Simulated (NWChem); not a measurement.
System: CH6Ge; SMILES [CH3][GeH3]

All runs: NWChem. The geometry was optimised at PBE-D3(BJ)/def2-SVP. Ions are spin-unrestricted doublets at the neutral geometry; other ion states weren't tried.

Problem. Predict the results for PBE0/def2-SVP. Quantities: −ε(HOMO) (eV).

Solution. 
```yaml
"−ε(HOMO) (eV)": 8.90
```
